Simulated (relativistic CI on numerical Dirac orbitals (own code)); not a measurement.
## Sensitivity of the levels of Nd XXVI to α and to the nuclear radius

Calculated at this level of theory: Dirac-Coulomb-Breit CI, orbitals from a KLI potential per configuration, derivatives by finite differences, unscaled Slater integrals, QED left out (own radial code, finite nucleus).

Configuration list (outside the closed core [Ar] 3d10): 4s2 4p5, 4s 4p6, 4s2 4p4 4d, 4s 4p5 4d, 4s2 4p4 4f, 4s 4p5 4f. Double excitations out of closed p, d and f shells are left out; levels of such configurations are missing from the list, as are those of other unlisted configurations, and high levels can miss mixing partners.

With x = (α/α₀)² − 1 an excitation energy changes as ω = ω₀ + qx; K = 2q/ω₀ is the relative enhancement. Terms are leading LS components, so labels can repeat. The field-shift factor is F = δν/δ⟨r²⟩ for the transition from the lowest level.

Lowest level 4s2 4p5 2P°_3/2.

```
            Level  ω₀ (cm⁻¹)  q (cm⁻¹)       K  F (GHz/fm²)
  4s2 4p5 2P°_1/2     233052    262900    2.26        -14.6
    4s 4p6 2S_1/2     750078    247900   0.661         -290
4s2 4p4 4d 4D_3/2     823686     22970  0.0558         4.47
4s2 4p4 4d 4D_5/2     828860     32140  0.0775         4.23
4s2 4p4 4d 2P_1/2     844573     44090   0.104         -5.3
4s2 4p4 4d 4F_7/2     846817     36520  0.0862         4.23
4s2 4p4 4d 2F_7/2     879083     57440   0.131         4.75
4s2 4p4 4d 4F_9/2     881685     66310    0.15         4.82
4s2 4p4 4d 2D_3/2     896437     33060  0.0738         4.46
4s2 4p4 4d 4P_1/2     949505    129200   0.272        -44.6
4s2 4p4 4d 2D_5/2     959078     78040   0.163         4.96
4s2 4p4 4d 2D_3/2     975036    105000   0.215         2.65
4s2 4p4 4d 2F_5/2     984648    120900   0.246          1.2
4s2 4p4 4d 4D_1/2    1028007    278400   0.542        -9.94
4s2 4p4 4d 4D_3/2    1055266    280900   0.532        -9.41
4s2 4p4 4d 2F_5/2    1088108    270700   0.498        -8.99
4s2 4p4 4d 2G_7/2    1088403    289100   0.531          -10
4s2 4p4 4d 2F_7/2    1096849    314700   0.574        -9.06
4s2 4p4 4d 2P_3/2    1120580    328500   0.586        -8.74
4s2 4p4 4d 2G_9/2    1131599    328100    0.58         -9.5
4s2 4p4 4d 2F_5/2    1132761    327400   0.578        -8.95
4s2 4p4 4d 2D_5/2    1155263    322500   0.558        -8.19
4s2 4p4 4d 2F_7/2    1180653    323600   0.548        -8.45
```

At this charge energies of transitions that change n are usually good to better than 1 %, and those within a shell (Δn = 0) to a few per cent.
